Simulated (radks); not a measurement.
Results of a calculation; reference values are marked as such.
Spherical quantum dot in the effective-mass picture: electrons in a parabolic well V = omega^2 r^2 / 2 with omega = 1.48, with a point charge +2 (a donor) at the centre, all in effective atomic units (hartree* = m*/eps^2 hartree, bohr* = eps/m* bohr), one dielectric constant everywhere. Level of theory: non-relativistic Kohn-Sham, PBE, spin-polarised, spherical densities (a radial shooting solver with Libxc functionals). Levels are named by radial order and angular momentum (1s, 1p, 1d, 2s, ...), and open shells are averaged over m.

N = 11, configuration 1s2 1p6 1d(up 1, down 0) 2s2. This is the lowest configuration that the search found. Occupied and some empty levels:

level,occupation,eigenvalue (hartree*),<r> (bohr*)
1s up,1,6.9903,0.8186
1s down,1,7.0001,0.8128
1p up,3,8.6290,1.398
1p down,3,8.6605,1.394
2s up,1,9.2360,1.447
2s down,1,9.2664,1.450
1d up,1,9.7868,1.667
1d down,0,9.8248,1.666
1f up,0,10.965,1.871
1f down,0,11.003,1.873
2p up,0,11.011,1.686
2p down,0,11.034,1.690
1g up,0,12.185,2.047
1g down,0,12.221,2.050

Energy (hartree*): total 55.2014, kinetic 19.131, external 1.6717, Hartree 40.907, exchange-correlation -6.5083.

Electron density:

r (bohr*),n(r) (e/bohr*^3)
0.0575,5.738
0.202,3.232
0.346,1.869
0.491,1.141
0.635,0.7635
0.780,0.5756
0.924,0.4824
1.07,0.4279
1.21,0.3815
1.36,0.3293
1.50,0.2701
1.65,0.2075
1.79,0.1488
1.94,0.09884
2.08,0.06116
2.23,0.03508
2.37,0.01882
2.51,0.009370
2.66,0.004363
2.80,0.001880
